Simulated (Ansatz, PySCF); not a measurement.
Breaking the B1–H2 bond in BBrH2 (SMILES BBr) (multiplicity 1 held, fragments rigid). Energies count from the point at 1.183 Å.
Geometry at that point (charge 0, multiplicity 1):
| atom | x (Å) | y (Å) | z (Å) |
|---|---|---|---|
| B | -0.8490 | -1.2912 | 0.2112 |
| H | -0.4717 | -2.0737 | 1.0149 |
| H | -1.8265 | -1.4215 | -0.4431 |
| Br | 0.1869 | 0.2843 | -0.0465 |

R- and RO- levels are restricted; in cc, def2 and unpolarised 6-31G sets they are followed outwards from rest. U- levels take the lowest unrestricted solution at each point, which mixes spins at long bonds. Active spaces are followed from a long bond inwards. Levels need not reach the same state.

Cores are frozen in the correlated methods. Filled d and f shells under p-block atoms count as core. Rows in LANL2DZ carry no dispersion term and start afresh at each structure. LANL2DZ brings its own core potentials from Na on.

The values were computed with Ansatz (Gaussian orbitals); PySCF for LANL2DZ rows. Values without a source in brackets are computed.

Energies in kcal/mol.

| R (Å) | R-HF/cc-pVTZ | R-B3LYP/LANL2DZ | U-wB97X-V/cc-pVTZ | R-MP2/cc-pVTZ | FIC-MRCISD+Q on CASSCF(2,2)/cc-pVTZ |
|---|---|---|---|---|---|
| 0.947 | 24.7 | 25.5 | 25.4 | 24.8 | 25.0 |
| 1.065 | 4.8 | 5.2 | 5.3 | 4.9 | 5.0 |
| 1.183 | 0.0 | 0.0 | 0.0 | 0.0 | 0.0 |
| 1.302 | 3.8 | 3.2 | 3.1 | 3.5 | 3.2 |
| 1.420 | 12.2 | 10.9 | 10.8 | 11.5 | 10.9 |
| 1.598 | 29.1 | 26.2 | 26.3 | … | 26.0 |
| 1.775 | 47.4 | 42.8 | 43.4 | 44.8 | 41.9 |
| 2.071 | 76.8 | 68.7 | 70.7 | 71.7 | 65.8 |
| 2.367 | 102.4 | 90.4 | 92.3 | 94.3 | 83.7 |
| 2.722 | 127.5 | 110.6 | 103.8 | … | 97.2 |
| 3.195 | 153.0 | 129.4 | 108.7 | 132.7 | 105.2 |
| 3.787 | 175.3 | 144.1 | 110.1 | … | 108.1 |

Q: Complete the blanks.

A: 
- 1.598, R-MP2/cc-pVTZ: 27.5
- 3.787, R-MP2/cc-pVTZ: 142.5
- 2.722, R-MP2/cc-pVTZ: 114.9

Doubts at one or more of the structures used: a restricted determinant that unrestricted orbitals would lower (R-HF/cc-pVTZ, R-MP2/cc-pVTZ); a spin-contaminated determinant (U-wB97X-V/cc-pVTZ).

Ansatz is an electronic-structure program.
